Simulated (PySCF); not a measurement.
[DyCl3(H2O)]−: from a saddle point downhill

PySCF 2.14.0, RKS PBE0, Dy lcecp-0-SVP with ECP56, Cl def2-SVP, O def2-SVP, H def2-SVP; non-relativistic Hamiltonian with scalar-relativistic core potentials where named; density fitting; no spin-orbit coupling. Relaxed within the symmetry of its start, the geometry (Cs) is

```xyz
7

Dy    0.1250   -0.0273    0.0273
Cl    1.3657    1.7548    1.5998
Cl   -2.4465   -0.7112    0.7112
Cl    1.3657   -1.5998   -1.7548
O    -1.6357    1.3599   -1.3599
H    -2.1251    1.6020   -0.5572
H    -2.1251    0.5572   -1.6020
```

and its lowest harmonic modes are -261, 44, 50, 56, 63, 133 cm⁻¹ (negative: unstable). It was moved along the lowest mode and relaxed again.

(1) Where does it end, and how much lower?

(2) How do the contacts change?

(3) Is the end a minimum?

An lcecp potential fixes the number of 4f electrons, so in runs with it no electron can move into or out of that shell; real Dy(II) is rare or takes another configuration.

State: singlet in the valence, with the 4f electrons in the core potential.

## Answers

(1) In Cs, 0.254 eV lower, after 29 steps:
```xyz
7

Dy   -0.0033    0.3242    0.3279
Cl    1.7947    1.5946    1.8615
Cl   -2.4989   -0.4367    1.1217
Cl    0.5538   -0.9728   -2.0090
O    -1.6829    1.1331   -1.4539
H    -2.3568    0.6450   -0.9381
H    -1.2825    0.4562   -2.0376
```

(2) 
```json
{"contact": "Dy1–Cl2 (Cl)", "saddle (Å)": "2.681", "end (Å)": "2.683"}
{"contact": "Dy1–Cl3 (Cl)", "saddle (Å)": "2.747", "end (Å)": "2.727"}
{"contact": "Dy1–Cl4 (Cl)", "saddle (Å)": "2.681", "end (Å)": "2.730"}
{"contact": "Dy1–O5 (H2O)", "saddle (Å)": "2.636", "end (Å)": "2.579"}
```


(3) Yes; lowest modes 54, 57, 71, 121, 136, 210 cm⁻¹.
